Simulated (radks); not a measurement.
Removal energies from neutral germanium, [Ar] 3d10 4s2 4p2, by Delta-SCF beside the eigenvalue of the level emptied. All-electron calculation, scalar-relativistic Kohn-Sham, LDA (Slater exchange, Perdew-Wang correlation), spin-polarised, spherical densities, finite nucleus; Fermi nuclear charge, rms radius of each element as measured or else 0.836 A^(1/3) + 0.57 fm. Program: a radial shooting solver on a logarithmic mesh with Libxc functionals. Open shells are filled with parallel spins first.

removed from        final configuration  Delta-SCF (eV)  -eigenvalue (eV)
4p                    [Ar] 3d10 4s2 4p1           8.034             4.470
4s                    [Ar] 3d10 4s1 4p2          15.087            11.113
3d                     [Ar] 3d9 4s2 4p2          38.344            29.283
3p            [Ne] 3s2 3p5 3d10 4s2 4p2          124.83            115.15
